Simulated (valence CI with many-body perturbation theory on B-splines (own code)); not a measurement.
**Dy25+: key properties**

Calculated by valence CI with perturbative core correlation (CI+MBPT): five valence electrons over a frozen Dirac-Fock core [Kr], radial functions for each j: 7 s, 7 p, 8 d, 6 f, 4 g, 1 h, with the one-electron correlation potential Σ1 (screened to all orders), the two-electron term Σ2, the three-electron term Σ3, Breit, model QED; selected single and double excitations, second order for the rest (own B-spline code, finite nucleus).

No measured spectrum was set against this ion. As an estimate, terms of the open shell hold to 2 to 4 % of their energy, and close levels can change places. Core correlation moves these levels by up to 9800 cm⁻¹, and in measured spectra 5 to 20 % of such shifts remained as error; rates that hang on mixing are uncertain with them. Only levels of the ground parity were solved; by the run's estimate the other parity begins above the list, which can be wrong where configurations are misplaced.

Levels are named by their leading jj configuration (3d3/2^4 stands for four electrons in 3d with j = 3/2), which in mixed levels can hold well under half, so a name can repeat and another be missing.

Rates and lifetimes use the calculated energies. Strong lines usually hold to 10 to 20 %, long lifetimes can be off by a factor of two.

Q: What is the ground level?

A: (4d3/2^4 4d5/2) J=5/2, composition 37 % 4d5 6S + 30 % 4d5 4P + 13 % 4d5 2D, g = 1.585.

Q: What is the ionisation energy?

A: 872.6 eV; NIST lists 872 ± 4 eV (theoretical).

Q: How well does LS coupling describe the low levels?

A: Among the lowest 20 levels the leading LS term, summed over configurations, holds 50 % on average. For single configurations the figures are 49 % in LS and 85 % in jj coupling. Terms mix most in the J = 5/2 level at 48605 cm⁻¹, where the leading one holds 33 %.
